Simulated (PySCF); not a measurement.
F2H2Sn. Atoms are numbered in the order given.

```xyz
5

Sn     0.0000     0.0000     0.2835
F      1.5097     0.0000    -0.9077
F     -1.5097     0.0000    -0.9077
H      0.0000     1.4975     1.0806
H      0.0000    -1.4975     1.0806
```

Geometry: B3LYP-D3(BJ)/def2-TZVP. The def2 effective core potentials stand for the cores of Sn; spin–orbit coupling is left out.

The numbers are results of B3LYP-D3(BJ)/def2-TZVP run with PySCF 2.14.0, not measurements.

Frequencies are harmonic and unscaled.

| mode | ν (cm⁻¹) | IR (km/mol) | Raman (Å⁴/amu) | depolarisation | moving atoms (share of kinetic energy) |
|---|---|---|---|---|---|
| 1 | 175 | 14.8 | 1.1 | 0.75 | F 87 %, Sn 12 % |
| 2 | 456 | 68.2 | 13.1 | 0.75 | H 86 %, F 9 % |
| 3 | 486 | 0.0 | 25.0 | 0.75 | H 95 % |
| 4 | 611 | 170.7 | 0.2 | 0.75 | F 64 %, Sn 18 %, H 18 % |
| 5 | 612 | 122.9 | 5.8 | 0.13 | F 68 %, H 19 %, Sn 12 % |
| 6 | 648 | 16.5 | 10.2 | 0.75 | H 79 %, F 21 % |
| 7 | 655 | 19.6 | 18.1 | 0.64 | H 79 %, F 20 % |
| 8 | 1970 | 31.9 | 336.7 | 0.13 | H 100 % |
| 9 | 1995 | 119.6 | 61.9 | 0.75 | H 99 % |
